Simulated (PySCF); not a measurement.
# How the method changes the shape and vibrations of BCClH3Si cation

These are calculations, not measurements. The program is PySCF 2.14.0, an open-source quantum chemistry code, run on an isolated molecule that a program drew, which may never have been made. The molecule is BCClH3Si cation (charge +1, singlet), drawn as the SMILES string `C=[SiH][B+]Cl`.

The geometry was optimised and harmonic frequencies were computed with HF and MP2, all in the cc-pV(D+d)Z basis, for the commonest isotopes, with a restricted reference for singlets and an unrestricted one otherwise, and a frozen core in MP2. Each result is a local minimum of its method.

Geometry at the HF minimum:
```xyz
7
BCClH3Si cation, angstrom
C    -1.3000   -0.3408   -1.7867
Si    0.1026   -1.2648   -2.0863
B     1.6729   -0.1087   -1.7363
Cl    2.9056    0.9037   -1.4284
H    -1.2445    0.6933   -1.4640
H    -2.3066   -0.7304   -1.9008
H     0.3439   -2.6359   -2.5163
```

Lengths of the bonds as drawn, in Å (atoms numbered as above):
```
bond,HF,MP2
C1-Si2,1.706,1.735
Si2-B3,1.981,1.958
B3-Cl4,1.625,1.629
C1-H5,1.085,1.098
C1-H6,1.085,1.099
Si2-H7,1.457,1.466
```

Rotational constants, in GHz:
| constant | HF | MP2 |
|---|---|---|
| A | 17.2 | 16.68 |
| B | 1.735 | 1.75 |
| C | 1.576 | 1.583 |

Harmonic frequencies in cm^-1, each column in rising order, so a row needn't be the same motion in every method:
```
rank    HF   MP2
   1   112    98
   2   213   210
   3   295   283
   4   352   329
   5   428   437
   6   685   643
   7   703   659
   8   854   811
   9   958   815
  10   996   942
  11  1261  1271
  12  1510  1388
  13  2453     ?
  14  3304  3169
  15  3404  3281
```

**Estimate the missing MP2 frequency from the HF column.**

A single factor s that minimises the squared misfit of MP2 against s times HF over the other rows is sum(HF x MP2) / sum(HF^2) = 0.9562, with an rms misfit of 38 cm^-1. For rank 13 it gives 0.9562 x 2453 = 2346 cm^-1. The calculation gives 2384 cm^-1, 38 cm^-1 above the estimate. The drawn bonds are on average 0.6 % longer in MP2 than in HF.
